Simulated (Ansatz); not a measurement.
# One elementary step

Start structure (SiN2H10O, singlet), relaxed at PBE0-D4/def2-TZVP:

```
atom    x (Å)    y (Å)    z (Å)
 Si1   1.4854   0.9049   0.6431
  N2   1.1480  -0.7160   1.1863
  H3   1.5680   0.8675  -0.8374
  H4   0.3825   1.7691   1.1169
  H5   2.7773   1.4547   1.1521
  H6  -1.5702   0.5764  -1.1911
  O7  -1.5594   1.5281  -1.4224
  H8  -0.6945  -1.2147   0.0807
  N9  -1.5147  -1.1962  -0.5248
 H10   1.8208  -1.4267   0.9341
 H11   0.9211  -0.8178   2.1659
 H12  -0.9809   1.5930  -2.1840
 H13  -1.4499  -1.9729  -1.1705
 H14  -2.3332  -1.3493   0.0512
```

The step: SiNH₅ ([NH2][SiH3]) + H₂O + NH₃ → SiH₄O ([OH][SiH3]) + NH₃ + NH₃; bonds formed: Si1–O7, N2–H8, H6–N9; bonds broken: Si1–N2, H6–O7, H8–N9. Computed with Ansatz 0.2.0 (basis: def2-TZVPP and def2-QZVPP); correlated methods freeze the cores. Extrapolation: Hartree–Fock as exp(−7.88 √X), correlation as X^−2.97. Energies below are by CCSD(T) at an estimated basis limit (MP2 extrapolated from triple and quadruple zeta, plus CCSD(T) − MP2 in triple zeta).

(1) What are the electronic barrier and the energy of the step, from the start structure to the end structure? (To be estimated.)

T1 diagnostic: at most 0.011.

Answers

(1) Computed: Barrier 86.2 kJ/mol; step energy -35.8 kJ/mol (downhill); reverse barrier, their difference, 122.0 kJ/mol. Barrier and step energy count from the start structure, the reverse barrier from the end structure.

The saddle point: One imaginary mode of 495i cm⁻¹.
```json
{"pair": "Si1–O7", "start (Å)": "3.73", "saddle (Å)": "1.83", "end (Å)": "1.68"}
{"pair": "N2–H8", "start (Å)": "2.21", "saddle (Å)": "1.97", "end (Å)": "1.02"}
{"pair": "H6–N9", "start (Å)": "1.89", "saddle (Å)": "1.23", "end (Å)": "1.01"}
{"pair": "Si1–N2", "start (Å)": "1.74", "saddle (Å)": "1.79", "end (Å)": "2.43"}
{"pair": "H6–O7", "start (Å)": "0.98", "saddle (Å)": "1.27", "end (Å)": "4.37"}
{"pair": "H8–N9", "start (Å)": "1.02", "saddle (Å)": "1.04", "end (Å)": "2.09"}
```

Zero-point energy (harmonic, PBE0-D4): ZPE is 295.0 kJ/mol at the start and 297.0 kJ/mol at the saddle, so the barrier goes from 86.2 to 88.2 kJ/mol.

The step is the kind of ligand exchange by which a precursor binds to a hydroxyl group, or is hydrolysed, in atomic layer deposition of oxides.

Labels in which every atom is bracketed show which atoms are joined, not bond orders.

For scale, one of the runs: CCSD(T)/def2-TZVPP, 275 basis functions, launched by `ansatz run in.yaml --threads 8 --pin off --events-out ev --progress --plain --max-ram 19148MiB`. The run took 2.2 min on 8 CPU threads of an Arm Neoverse V1 (shared host), with 7.6 GiB of host memory at its peak.
